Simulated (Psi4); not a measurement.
## Nuclear repulsion and electron count by hand

System: CH$_{2}$F (SMILES [CH2]F), doublet, at a GFN2-xTB geometry. Level: HF/def2-SVP (Psi4). Sums are taken with unrounded values, so a last digit can differ.

Coordinates (Å):

```
atom         x         y         z
----  --------  --------  --------
C1     0.00052   0.46022   0.46079
F2    -0.00116  -0.45466  -0.50735
H3    -0.95082   0.65453   0.91257
H4     0.95815   0.67608   0.88888
```

Q: Work out the nuclear repulsion energy and the numbers of alpha and beta electrons.

A: In atomic units each pair adds Z_i Z_j / r_ij, with r in bohr (1 bohr = 0.529177 Å).
| pair | r (Å) | r (bohr) | Z_i Z_j | term (Eh) |
|---|---|---|---|---|
| C1-F2 | 1.3320 | 2.5172 | 54 | 21.4527 |
| C1-H3 | 1.0709 | 2.0238 | 6 | 2.9647 |
| C1-H4 | 1.0709 | 2.0238 | 6 | 2.9647 |
| F2-H3 | 2.0367 | 3.8489 | 9 | 2.3383 |
| F2-H4 | 2.0367 | 3.8489 | 9 | 2.3383 |
| H3-H4 | 1.9092 | 3.6079 | 1 | 0.2772 |
The sum is 32.3360 Eh; Psi4 gives 32.3360 Eh. The atomic numbers add up to 17, so at charge +0 there are 17 electrons; multiplicity 2 means 1 unpaired, so 9 alpha and 8 beta.
